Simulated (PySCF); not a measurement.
Predicted microwave data (PBE0-D3(BJ)/def2-SVP geometry optimisation, gas phase in PySCF) for one isomer of C3H9BS:

| Item | Value |
| --- | --- |
| Rotational constants | A = 14278, B = 1667, C = 1541 MHz |
| Dipole components | \|μa\| = 1.91 D, \|μb\| = 0.56 D, \|μc\| = 0.09 D |
| Inertial defect | -10.50 u·Å² |
| κ | -0.98 |

Question: Which candidate fits, each taken in the one conformer that was computed?
A. `[BH2:1][S:2][CH2:3][CH2:4][CH3:5]` with H–B1–S2–C3 -1° and 179°, B1–S2–C3–C4 167°, S2–C3–C4–C5 -179°
B. BMe2(SMe), `CSB(C)C`
C. `[CH3:1][B:2]([CH3:3])[CH2:4][SH:5]` with C1–B2–C4–S5 -158°, B2–C4–S5–H -176°
D. `[CH3:1][CH2:2][BH:3][S:4][CH3:5]` with C1–C2–B3–S4 129°, C2–B3–S4–C5 178°

Answer: A. It is BSCCC, a near-prolate asymmetric top, point group C1. The candidates at the same level (rigid rotor, commonest isotopes):

```csv
SMILES,A (MHz),B (MHz),C (MHz),μa (D),μb (D),μc (D),Δ (u·Å²),point group,rotor
CB(C)CS,6841,2119,1691,0.86,1.23,0.54,-13.64,C1,asymmetric top
BSCCC,14278,1667,1541,1.91,0.56,0.09,-10.50,C1,near-prolate asymmetric top
CSB(C)C,5722,2785,1942,0.43,1.45,0.00,-9.48,Cs,asymmetric top
CCBSC,12259,1590,1507,0.69,0.78,0.18,-23.67,C1,near-prolate asymmetric top
```

`CCBSC` has A 14 % too low; `CB(C)CS` has A 52 % too low; `CSB(C)C` has B 67 % too high. No structure here is proved a minimum.
